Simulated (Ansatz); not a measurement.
`Cl[BH][ZnH]` + H₂O → `OBCl` + `[ZnH2]` at 600 K and 1 bar (formal hydrolysis of a B–Zn bond).

Program: Ansatz. Geometries: PBE0-D4/def2-TZVP. ΔE: electronic, gas phase. CCSD(T)/CBS is the MP2 limit (def2-TZVPP, def2-QZVPP) plus CCSD(T) − MP2 in def2-TZVPP, frozen cores. This one scheme is used for every species. For Zn outer-core shells are correlated without core-valence functions, which leaves a few kJ/mol of doubt a bond. Scalar relativity is left out up to krypton. Each species was taken in one conformer, which may not be the lowest.

```tsv
species	CCSD(T)/CBS energy (Eh)	H − E (kJ/mol)	S (J/(mol·K))
`Cl[BH][ZnH]`	-2264.14522	88.3	351.9
H₂O	-76.37941	76.8	212.8
`OBCl`	-561.03999	107.2	308.7
`[ZnH2]`	-1779.54550	52.6	230.0
```

H − E and S are ideal-gas, rigid-rotor, harmonic terms from PBE0-D4/def2-TZVP, for one conformer and one mirror image of each species. 1 Eh = 2625.50 kJ/mol, R = 8.31446 J/(mol·K).

**Question.** By hand: ΔE, ΔH, ΔS and ΔG.

**Answer.** ΔE = (-561.03999) + (-1779.54550) − (-2264.14522) − (-76.37941) = -0.06086 Eh = -159.8 kJ/mol. Δ(H − E) = 107.2 + 52.6 − 88.3 − 76.8 = -5.3, so ΔH = -165.1 kJ/mol. ΔS = 308.7 + 230.0 − 351.9 − 212.8 = -26.0 J/(mol·K). ΔG = -165.1 − 600 × (-26.0)/1000 = -149.5 kJ/mol.

**Question.** By hand: the equilibrium constant, and the temperature at which ΔG would vanish if ΔH and ΔS stayed fixed.

**Answer.** log₁₀ K = −ΔG/(RT ln 10) = 13.0. ΔG = 0 at ΔH/ΔS = 6350 K, far beyond where these terms or the molecules hold.

ΔH outweighs TΔS. A doubt of 5 kJ/mol in ΔE shifts log₁₀ K by 0.4 here. Other conformers and mirror images would add mixing entropy, several J/(mol·K) or more a flexible species. These are equilibria of isolated gas molecules and say nothing of rates. Largest T1 diagnostic: 0.016 (customary marks: 0.02 for closed shells, 0.045 for open ones).
